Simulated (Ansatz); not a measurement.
Cost and result up the ladder for Be2Te3 (the lowest singlet isomer of a short search) (5 atoms). Charge 0, multiplicity 1. Geometry: PBE0-D4/def2-SVP.

```xyz
5

Be   -0.195    0.437   -1.223
Be   -0.576    0.248    1.154
Te    1.060   -1.256    1.499
Te    1.512   -1.027   -1.269
Te   -1.801    1.599   -0.161
```

Ansatz on 4 threads of Arm Neoverse V2 on a shared host. Times are rough, and most runs start from the orbitals of an earlier one. PBE0-D4/def2-TZVPD serves as the yardstick here, not as an exact answer. Differences are given only for rows in sets of like size (and for xTB, whose basis is part of the method), since another set adds its own error. Binding counts from free atoms at the same level (Be singlet, Te triplet; other spins of the atoms weren't run), without zero-point energy or a counterpoise term.

In the def2 sets Te takes a core potential; there is no spin–orbit coupling. Correlated methods freeze 12 core orbitals; core or outer-core shells of Te are correlated, in sets that lack core-valence functions. The structure comes from a short search, and lower isomers may exist.

Correlated methods converge slowly with the basis.

```tsv
level	functions	binding energy per atom (eV)	difference from PBE0-D4/def2-TZVPD (eV)
PBE-QIDH/def2-TZVP	188	2.48	-0.07
BHLYP-D4/def2-TZVP	188	2.36	-0.19
PBE0-D4/def2-TZVP (with forces)	188	2.55	0.00
r2SCAN-D4/def2-TZVPD	221	2.55	0.00
CCSD(T)/def2-TZVPP	188	2.21	-0.35
PBE0-D4/def2-TZVPD	221	2.55	0.00
PBE0-D4/def2-SVP	96	2.54	–
PBE-D4/def2-SVP	96	2.63	–
r2SCAN-D4/def2-TZVP	188	2.55	-0.01
PBE-D4/def2-TZVP	188	2.63	0.07
PBE-D4/def2-TZVPD	221	2.63	0.08
MP2/def2-TZVP	188	2.45	-0.11
RPA@PBE/def2-TZVP	188	1.99	-0.56
```

Task: Estimate how long each takes.

Result: PBE-D4/def2-SVP 0.9 s; PBE0-D4/def2-SVP 1.4 s; PBE-D4/def2-TZVP 1.6 s; PBE-D4/def2-TZVPD 2.6 s; MP2/def2-TZVP 2.9 s; r2SCAN-D4/def2-TZVP 3.5 s; BHLYP-D4/def2-TZVP 3.6 s; PBE0-D4/def2-TZVPD 3.8 s; PBE0-D4/def2-TZVP (with forces) 4 s; r2SCAN-D4/def2-TZVPD 4.4 s; RPA@PBE/def2-TZVP 5.5 s; PBE-QIDH/def2-TZVP 6 s; CCSD(T)/def2-TZVPP 2.3 min. On shared hardware such times vary by a factor of up to 3.
